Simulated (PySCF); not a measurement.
B(F)(Me)(SMe) (C2H6BFS), SMILES CSB(F)C.

Coordinates come from a PBE0-D3(BJ)/def2-SVP optimisation. The values are those of a single conformer.

These are TDA-PBE/def2-SVPD in PySCF values and carry that method's errors.

Vertical excitations. Isolated molecule, no solvent. State labels are in the subgroup Cs.

```csv
state,symmetry,energy (eV),λ (nm),f,main pairs
S1,A",5.90,210,0.004,HOMO→LUMO+1 94 %
S2,A',6.05,205,0.161,HOMO→LUMO 89 %
S3,A",6.23,199,0.006,"HOMO−1→LUMO 67 %, HOMO→LUMO+2 32 %"
S4,A",6.30,197,0.010,"HOMO→LUMO+2 63 %, HOMO−1→LUMO 30 %"
S5,A',6.86,181,0.066,HOMO−1→LUMO+1 88 %
S6,A",7.01,177,0.021,HOMO→LUMO+3 99 %
S7,A',7.23,171,0.021,HOMO−1→LUMO+2 90 %
S8,A',7.34,169,0.028,HOMO→LUMO+4 99 %
S9,A",7.48,166,0.000,HOMO→LUMO+5 100 %
S10,A",7.73,160,0.008,"HOMO−2→LUMO 64 %, HOMO→LUMO+6 34 %"
T1,A',4.68,265,0,HOMO→LUMO 99 %
T2,A",5.58,222,0,HOMO→LUMO+1 85 %
T3,A",5.76,215,0,HOMO−1→LUMO 88 %
T4,A",6.03,206,0,HOMO→LUMO+2 96 %
```
Triplets are in the Tamm–Dancoff approximation.
